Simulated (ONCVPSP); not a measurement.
## Building the ONCV potential for Zr (Z = 40) (LDA (Perdew-Zunger), scalar-relativistic).

ONCVPSP 4.0.1 was run on this input:

```
# ATOM AND REFERENCE CONFIGURATION
# atsym  z   nc   nv     iexc    psfile
  Zr 40.00    7    3        3      upf
#
#   n    l    f
    1    0    2.00
    2    0    2.00
    2    1    6.00
    3    0    2.00
    3    1    6.00
    3    2   10.00
    4    0    2.00
    4    1    6.00
    4    2    2.00
    5    0    2.00
#
# PSEUDOPOTENTIAL AND OPTIMIZATION
# lmax
    3
#
#   l,   rc,      ep,       ncon, nbas, qcut
    0    2.55    0.00    3    8    2.30
    1    1.80    0.00    4    8    6.70
    2    1.80    0.00    4    8    8.00
    3    2.20    0.10    3    7    5.30
#
# LOCAL POTENTIAL
# lloc, lpopt,  rc(5),   dvloc0
    2    5    1.80    0.00
#
# VANDERBILT-KLEINMAN-BYLANDER PROJECTORs
# l, nproj, debl
    0    2    0.80
    1    2    3.70
    2    0    2.90
    3    3    3.50
#
# MODEL CORE CHARGE
# icmod, fcfact, rcfact
    3    2.50    1.70
#
# LOG DERIVATIVE ANALYSIS
# epsh1, epsh2, depsh
   -3.00    5.00    0.02
#
# OUTPUT GRID
# rlmax, drl
    6.00    0.01
#
# TEST CONFIGURATIONS
# ncnf
    4
# nvcnf
#   n    l    f
    3
    4    1    6.00
    4    2    2.00
    5    0    1.00
#
    3
    4    1    6.00
    4    2    2.00
    5    0    0.00
#
    3
    4    1    6.00
    4    2    1.00
    5    0    0.00
#
    4
    4    1    6.00
    4    2    2.00
    5    0    0.00
    5    1    1.00
#
```

Command:

```bash
oncvpsp.x < Zr.dat > Zr.out
```

The program printed (shortened: citation, most of the input echo, consistency checks and plot data are left out):

```
ONCVPSP  (Optimized Norm-Conservinng Vanderbilt PSeudopotential)
scalar-relativistic version 4.0.1

#   n    l    f        energy (Ha)
    1    0    2.00    -6.5410611E+02
    2    0    2.00    -9.0653399E+01
    2    1    6.00    -8.0905806E+01
    3    0    2.00    -1.4833408E+01
    3    1    6.00    -1.1658343E+01
    3    2   10.00    -6.4291576E+00
    4    0    2.00    -2.0032793E+00
    4    1    6.00    -1.1943672E+00
    4    2    2.00    -1.3732378E-01
    5    0    2.00    -1.6887779E-01

Reference configufation results
  iterations    24
  all-electron total energy (Ha)   -3.59459654D+03

Begin loop to  construct optimized pseudo wave functions
and semi-local pseudopoentials for all angular momenta

   Wellstate for l =  0  n =  6
     eigenvalue =   0.6311
     asymptotic potential =   1.1311
     half-point radius =  4.9999

Calculating optimized projector #   1

 for l=   0

    Fraction of norm inside rc  0.181219
    Optimizing pswf for qcut=   2.30 a_B^-1,  ecut=   2.64 Ha
    Residual kinetic energy error=  2.73D-04 Ha

    Energy error per electron        Cutoff
         Ha          eV             Ha
         0.01000     0.27211        1.32
         0.00100     0.02721        2.24
         0.00010     0.00272        4.24
         0.00001     0.00027       28.01

Calculating optimized projector #   2

 for l=   0

    Fraction of norm inside rc  0.229831
    Optimizing pswf for qcut=   2.30 a_B^-1,  ecut=   2.64 Ha
    Residual kinetic energy error=  8.55D-03 Ha

    Energy error per electron        Cutoff
         Ha          eV             Ha
         0.01000     0.27211        2.82
         0.00100     0.02721       26.30
         0.00010     0.00272       49.77
         0.00001     0.00027       96.47

   Wellstate for l =  1  n =  6
     eigenvalue =   2.5056
     asymptotic potential =   3.0056
     half-point radius =  3.1015

Calculating optimized projector #   1

 for l=   1

    Fraction of norm inside rc  0.821932
    Optimizing pswf for qcut=   6.71 a_B^-1,  ecut=  22.49 Ha
    Residual kinetic energy error=  6.81D-06 Ha

    Energy error per electron        Cutoff
         Ha          eV             Ha
         0.01000     0.27211        7.23
         0.00100     0.02721        9.71
         0.00010     0.00272       17.91
         0.00001     0.00027       22.27

Calculating optimized projector #   2

 for l=   1

    Fraction of norm inside rc  0.135604
    Optimizing pswf for qcut=   6.71 a_B^-1,  ecut=  22.49 Ha
    Residual kinetic energy error=  1.11D-04 Ha

    Energy error per electron        Cutoff
         Ha          eV             Ha
         0.01000     0.27211        8.31
         0.00100     0.02721       14.71
         0.00010     0.00272       23.25
         0.00001     0.00027       72.19

Calculating optimized projector #   1

 for l=   2

    Fraction of norm inside rc  0.391442
    Optimizing pswf for qcut=   8.01 a_B^-1,  ecut=  32.05 Ha
    Residual kinetic energy error=  6.34D-08 Ha

    Energy error per electron        Cutoff
         Ha          eV             Ha
         0.01000     0.27211       11.48
         0.00100     0.02721       16.57
         0.00010     0.00272       21.27
         0.00001     0.00027       25.04

   Wellstate for l =  3  n =  4
     eigenvalue =   0.1000
     asymptotic potential =   0.6000
     half-point radius = 22.8575

   Wellstate for l =  3  n =  6
     eigenvalue =   3.6000
     asymptotic potential =   4.1000
     half-point radius =  3.4896

   Wellstate for l =  3  n =  8
     eigenvalue =   7.1000
     asymptotic potential =   7.6000
     half-point radius =  3.7689

Calculating optimized projector #   1

 for l=   3

    Fraction of norm inside rc  0.000590
    Optimizing pswf for qcut=   5.30 a_B^-1,  ecut=  14.05 Ha
    Residual kinetic energy error=  1.23D-07 Ha

    Energy error per electron        Cutoff
         Ha          eV             Ha
         0.01000     0.27211        0.33
         0.00100     0.02721        0.99
         0.00010     0.00272        4.15
         0.00001     0.00027        8.42

Calculating optimized projector #   2

 for l=   3

    Fraction of norm inside rc  0.267399
    Optimizing pswf for qcut=   5.30 a_B^-1,  ecut=  14.05 Ha
    Residual kinetic energy error=  5.59D-02 Ha

    Energy error per electron        Cutoff
         Ha          eV             Ha
         0.01000     0.27211       27.57
         0.00100     0.02721       59.46

Calculating optimized projector #   3

 for l=   3

    Fraction of norm inside rc  0.147441
    Optimizing pswf for qcut=   5.30 a_B^-1,  ecut=  14.05 Ha
    Residual kinetic energy error=  4.67D-01 Ha

    Energy error per electron        Cutoff
         Ha          eV             Ha
         0.01000     0.27211       31.00
         0.00100     0.02721       64.65
         0.00010     0.00272       75.75
         0.00001     0.00027      108.76

Construct Vanderbilt / Kleinmman-Bylander projectors

B matrix Hermiticity error, ll=   0
   1   2    2.9860E-05

  Orthonormal projector coefficients  5.4997E+00  1.0943E+00

B matrix Hermiticity error, ll=   1
   1   2   -3.8663E-04

  Orthonormal projector coefficients  3.9434E+00  6.8986E-01

B matrix Hermiticity error, ll=   3
   1   2   -1.0993E-06
   1   3    3.8446E-06
   2   3   -1.8787E-04

  Orthonormal projector coefficients -6.6545E+00 -3.2565E+00 -5.0884E-01

Model core correction analysis
  based on d2Exc/dn_idn_j

d2excae - all-electron derivatives

   -2.673688D-02   -1.568410D-02   -3.346214D-03
   -1.568318D-02   -1.771989D-02   -1.249824D-02
   -3.346023D-03   -1.249532D-02   -2.297095D-02

d2excps - pseudofunction derivatives with no core correction

   -3.765436D-02   -1.978788D-02   -3.642163D-03
   -1.978794D-02   -1.981975D-02   -1.335092D-02
   -3.641935D-03   -1.334803D-02   -2.332407D-02

rms 2nd derivative error    4.203766E-03

rmatch, rhocmatch    0.9348    5.4500

Teter function model core charge with specified parameters

d2excps - pseudofunction derivatives with core correction

   -2.805191D-02   -1.633789D-02   -3.432051D-03
   -1.633814D-02   -1.827158D-02   -1.320954D-02
   -3.431794D-03   -1.320660D-02   -2.329792D-02

rms 2nd derivative error    6.686282E-04

Pseudoatom total energy  -30.655210

Diagnostic tests using Vanderbilt-Kleinman-Bylander pseudopotentials
  1 or more projectors used as specified by nproj input data

   l    rcore       rmatch      e in        delta e   norm test  slope test

   0   2.5537748   2.6313130  -0.1688778  -0.0000229   0.9998540   1.0002586
   0   2.5537748   2.6313130   0.6311222   0.0003846   0.9999100   0.9999100

   1   1.8050936   1.8599001  -1.1943672  -0.0000026   1.0000611   1.0000723
   1   1.8050936   1.8599001   2.5056328   0.0000718   1.0002791   1.0002791

   2   1.8050936   1.8599001  -0.1373238   0.0000018   1.0000032   0.9999957

   3   2.2122340   2.2794022   0.1000000  -0.0000862   0.9999274   0.9999274
   3   2.2122340   2.2794022   3.6000000  -0.0009095   1.0001557   1.0001557
   3   2.2122340   2.2794022   7.1000000   0.0000783   1.0004675   1.0004675

 Testing for bound ghosts
   n   l    E NL Schr. Eq   E Basis Diag.   E Cutoff

       0                       -1.340614     39.78  WARNING - GHOST(-)
   1   0       -0.168901       -0.162379     39.78

   2   1       -1.194370       -1.194340     93.08

 Testing for highly-localized positive-energy ghosts
       l    <radius>/rc     E Basis Diag.   E Cutoff

Test configuration 0

   n   l     f        eae           eps        diff
   1   0  2.0000 -654.10611304
   2   0  2.0000  -90.65339937
   2   1  6.0000  -80.90580643
   3   0  2.0000  -14.83340808
   3   1  6.0000  -11.65834267
   3   2 10.0000   -6.42915755
   4   0  2.0000   -2.00327929
   4   1  6.0000   -1.19436720   -1.19436977   -2.57D-06
   4   2  2.0000   -0.13732378   -0.13732201    1.77D-06
   5   0  2.0000   -0.16887779   -0.16890071   -2.29D-05

    Total energies and differences
      AE_ref= -3.59459654D+03  AE_tst= -3.59459654D+03  dif=  0.00D+00
      PS_ref= -3.06552105D+01  PS_tst= -3.06552105D+01  dif= -1.78D-14
      PSP excitation error=  1.78D-14

Test configuration 1

   n   l     f        eae           eps        diff
   1   0  2.0000 -654.35713311
   2   0  2.0000  -90.90215356
   2   1  6.0000  -81.15472291
   3   0  2.0000  -15.08236324
   3   1  6.0000  -11.90727583
   3   2 10.0000   -6.67792769
   4   0  2.0000   -2.25158817
   4   1  6.0000   -1.44248168   -1.43949876    2.98D-03
   4   2  2.0000   -0.37439434   -0.37336240    1.03D-03
   5   0  1.0000   -0.37570470   -0.37595784   -2.53D-04

    Total energies and differences
      AE_ref= -3.59459654D+03  AE_tst= -3.59432637D+03  dif=  2.70D-01
      PS_ref= -3.06552105D+01  PS_tst= -3.03848606D+01  dif=  2.70D-01
      PSP excitation error= -1.74D-04

Test configuration 2

   n   l     f        eae           eps        diff
   1   0  2.0000 -654.65104200
   2   0  2.0000  -91.19296105
   2   1  6.0000  -81.44574634
   3   0  2.0000  -15.37306630
   3   1  6.0000  -12.19793861
   3   2 10.0000   -6.96838580
   4   0  2.0000   -2.53954325
   4   1  6.0000   -1.72921300   -1.72146054    7.75D-03
   4   2  2.0000   -0.64359457   -0.64053445    3.06D-03

    Total energies and differences
      AE_ref= -3.59459654D+03  AE_tst= -3.59383975D+03  dif=  7.57D-01
      PS_ref= -3.06552105D+01  PS_tst= -2.98978398D+01  dif=  7.57D-01
      PSP excitation error= -5.80D-04

Test configuration 3

   n   l     f        eae           eps        diff
   1   0  2.0000 -655.13334142
   2   0  2.0000  -91.68283344
   2   1  6.0000  -81.93501291
   3   0  2.0000  -15.85710131
   3   1  6.0000  -12.68190747
   3   2 10.0000   -7.45313052
   4   0  2.0000   -3.00013977
   4   1  6.0000   -2.17886579   -2.17114436    7.72D-03
   4   2  1.0000   -1.04287269   -1.03858485    4.29D-03

    Total energies and differences
      AE_ref= -3.59459654D+03  AE_tst= -3.59300111D+03  dif=  1.60D+00
      PS_ref= -3.06552105D+01  PS_tst= -2.90629492D+01  dif=  1.59D+00
      PSP excitation error=  3.17D-03

Test configuration 4

   n   l     f        eae           eps        diff
   1   0  2.0000 -654.40052591
   2   0  2.0000  -90.94507824
   2   1  6.0000  -81.19757133
   3   0  2.0000  -15.12564986
   3   1  6.0000  -11.95053074
   3   2 10.0000   -6.72112301
   4   0  2.0000   -2.29423050
   4   1  6.0000   -1.48450449   -1.47705125    7.45D-03
   4   2  2.0000   -0.41001437   -0.40758748    2.43D-03
   5   1  1.0000   -0.25870959   -0.25862831    8.13D-05

    Total energies and differences
      AE_ref= -3.59459654D+03  AE_tst= -3.59418627D+03  dif=  4.10D-01
      PS_ref= -3.06552105D+01  PS_tst= -3.02442358D+01  dif=  4.11D-01
      PSP excitation error= -7.06D-04
```

Note: ghosts flagged at negative energy: s at -36.5 eV; no localised positive-energy state flagged. A true bound ghost makes a file unfit for plane-wave use.

The run took about 4.5 s on one core of a shared server CPU.
